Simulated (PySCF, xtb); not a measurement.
YCl₃, SMILES [Cl][Y]([Cl])[Cl].

Harmonic wavenumbers (cm⁻¹) from GFN2-xTB in xtb 6.7.1 at its own minimum, in rising order: 97, 97, 114, 213, 259, 259.

### Question
What does PBE-D3(BJ)/def2-SVP run with PySCF give at its own minimum? (Estimate from the structure and the level; the computed values follow.)

### Answer
34, 82, 82, 327, 388, 388. Paired by order, the mean absolute difference is 80 cm⁻¹ and the zero-point energies are 1.5 and 1.9 kcal/mol.
